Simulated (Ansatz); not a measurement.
```yaml
crystal:
  periodic: [false, false, false]
  atoms:
    - {symbol: C, position_ang: [-0.097861, -1.082417, 0.914666]}
    - {symbol: O, position_ang: [0.492320, 0.297335, 0.784812]}
    - {symbol: In, position_ang: [-0.052922, 1.078454, -1.150434]}
    - {symbol: Cl, position_ang: [-1.225294, -0.243322, -2.564599]}
    - {symbol: Cl, position_ang: [0.981241, 3.026669, -1.987032]}
    - {symbol: H, position_ang: [-0.217561, -0.926806, 1.980284]}
    - {symbol: H, position_ang: [0.915546, -1.458738, 1.127937]}
    - {symbol: H, position_ang: [-0.828719, -1.387766, 0.408548]}
basis:
  gaussian: {orbitals: def2-mTZVPP}
hamiltonian: {xc: {name: rPW86-PBE}, dispersion: d4}
relax: {f_tol: 0.001, max_steps: 2}
output: {forces: true}
```

```sh
$ ansatz run in.yaml --threads 4 --pin off --events-out ev --progress --plain --max-ram 10444MiB
```

Output, abridged:

```
Functional definition: rPW86-PBE
1397 factors; their error is unknown
mean field evaluation 1: about -33375.1442 eV, gradient 7.5e1 eV
mean field evaluation 2: about -33219.6139 eV, gradient 2.1e2 eV
mean field evaluation 4: about -33385.5837 eV, gradient 2.8e1 eV
mean field evaluation 8: about -33387.0512 eV, gradient 7.0e-1 eV
mean field evaluation 16: about -33387.0367 eV, gradient 2.1e-3 eV
mean field -33387.03674064 eV, -1226.9509696722 hartree, gradient 3.7e-5 eV, S^2 0.000000; 0 other end points of the search recorded, 0 dependent functions left out
reference -33387.03687578 eV, -1226.9509746383 hartree; 36, 36 occupied and 112, 112 virtual orbitals, 1397 factors
relax step   1: F+E_penalty+E_count = -33387.25537292 eV  Δ(F+E_penalty+E_count) = +0.000e0 eV  max|allowed force component| = 8.965e0 eV/Å  Δτ_max = 0.0000 Å  (30 SCF iters, accepted)
1397 factors; their error is unknown
mean field -33388.55061749 eV, -1227.0066036203 hartree, gradient 2.0e-5 eV, S^2 0.000000; 0 other end points of the search recorded, 0 dependent functions left out
reference -33388.55075456 eV, -1227.0066086576 hartree; 36, 36 occupied and 112, 112 virtual orbitals, 1397 factors
relax step   2: F+E_penalty+E_count = -33388.76585089 eV  Δ(F+E_penalty+E_count) = -1.510e0 eV  max|allowed force component| = 3.149e0 eV/Å  Δτ_max = 0.1925 Å  (36 SCF iters, accepted)
Error: geometry relaxation did not converge after 2 steps: max|allowed force component| = 3.15e0 eV/Å (threshold 1.0e-3). Raise `relax.max_steps` over both its present limit and 2, loosen `relax.f_tol`, or start from a geometry closer to equilibrium. Where this run's directory can be resumed (`checkpoint.write`), a resume goes on for up to `relax.max_steps` more
```

Question: What is wrong with this run?

Answer: The relaxation is allowed too few steps for its threshold. No converged result was reached.
